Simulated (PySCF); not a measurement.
Work out the structure from these simulated measurements.

Formula: C4H9ClO3S.

- Rotational structure: rotational constants A, B, C: 2.193, 0.736, 0.638 GHz [PBE0-D3(BJ)/def2-SVP]
- 1H NMR: chemical shifts (computed TMS as zero) by class: 3.59 (1 H), 3.51 (1 H), 3.28 (1 H), 3.27 (3 H), 1.09 (3 H) ppm [GIAO PBE0/pcSseg-1]
- NMR, other nuclei: isotropic shieldings of nuclei other than C and H, by class: -23 (1 O), 8 (1 O), 296 (1 O), 133 (1 S), 262 (1 Cl) ppm [GIAO PBE0/pcSseg-1]
- XPS: S2p3/2 174.6, Cl2p3/2 205.8, C1s 291.3, C1s 292.1, C1s 292.5, C1s 292.9, O1s 538.2, O1s 538.3, O1s 538.8, S1s 2483.5, Cl1s 2828.4 eV [ΔSCF SCAN, pcX-2 on the ionised atom, pcseg-1 elsewhere, spin-free X2C, 2p3/2 from a spin–orbit splitting computed afterwards within the 2p shell]
- 13C NMR: chemical shifts (computed TMS as zero) by class: 81.5 (1 C), 72.8 (1 C), 57.1 (1 C), 16.6 (1 C) ppm [GIAO PBE0/pcSseg-1]
- Dipole: 4.88 D [wB97X-D/def2-SVPD]
- Polarisability: 96.8 au [wB97X-D/def2-SVPD]
- Triplet: lowest triplet excitation (Tamm–Dancoff): 4.87 eV [TDA wB97X-D/def2-SVPD]
- UV, first state: lowest singlet excitation: 5.52 eV (225 nm, f = 0.004) [TDDFT wB97X-D/def2-SVPD]
- UV, strongest line: among the 10 lowest singlet transitions: S7 at 7.48 eV (166 nm, f = 0.182) [TDDFT wB97X-D/def2-SVPD]

The electronic properties come from PySCF, for the isolated species, density fitting. Levels stand in brackets. NMR shifts are as computed; neighbouring signals can stand in another order in a measured spectrum. Isolated species at its PBE0-D3(BJ)/def2-SVP geometry (one conformer only). Each NMR value is the plain mean over a class of atoms that symmetry, rotation or inversion makes alike.

Task: What is the compound? Reason from the data.

Result: Numbering: `[CH3:1][O:2][C@@H:3]([CH3:4])[CH2:5][S:6](=[O:7])(=[O:8])[Cl:9]`. 4 carbons fall into 4 classes; from least to most shielded: sp3 carbon bound to sulfur [C5] (81.5 ppm), sp3 carbon bound to oxygen [C3] (72.8 ppm), methoxy carbon [C1] (57.1 ppm), methyl carbon [C4] (16.6 ppm). Hydrogen classes from least to most shielded: 1 H on an sp3 carbon bound to sulfur, C5 (3.59 ppm), 1 H on an sp3 carbon bound to oxygen, C3 (3.51 ppm), 1 H on an sp3 carbon bound to sulfur, C5 (3.28 ppm), 3 H on a methoxy carbon, C1 (3.27 ppm, a mean of values up to 0.5 ppm apart in this geometry), 3 H on a methyl carbon, C4 (1.09 ppm, a mean of values up to 1.1 ppm apart in this geometry). The other shieldings belong to: -23 ppm, sulfonyl oxygen [O7]; 8 ppm, sulfonyl oxygen [O8]; 296 ppm, ether oxygen [O2]; 133 ppm, sulfonyl sulfur [S6]; 262 ppm, chlorine bonded to S [Cl9]. The core levels belong to: S2p3/2 174.6 eV, sulfonyl sulfur [S6]; Cl2p3/2 205.8 eV, chlorine bonded to S [Cl9]; C1s 291.3 eV, methyl carbon [C4]; C1s 292.1 eV, sp3 carbon bound to sulfur [C5]; C1s 292.5 eV, methoxy carbon [C1]; C1s 292.9 eV, sp3 carbon bound to oxygen [C3]; O1s 538.2 eV, sulfonyl oxygen [O7]; O1s 538.3 eV, sulfonyl oxygen [O8]; O1s 538.8 eV, ether oxygen [O2]; S1s 2483.5 eV, sulfonyl sulfur [S6]; Cl1s 2828.4 eV, chlorine bonded to S [Cl9]. The optimised geometry has point group C1 and is an asymmetric top. Structure: `CO[C@@H](C)CS(=O)(=O)Cl`. The assignments are read from this structure; whether some other isomer fits the data as well wasn't checked. The mirror image fits equally.

Conformer computed: `[CH3:1][O:2][C@@H:3]([CH3:4])[CH2:5][S:6](=[O:7])(=[O:8])[Cl:9]`: C1–O2–C3–C4 90°, O2–C3–C5–S6 54°, C3–C5–S6–O7 -92°.
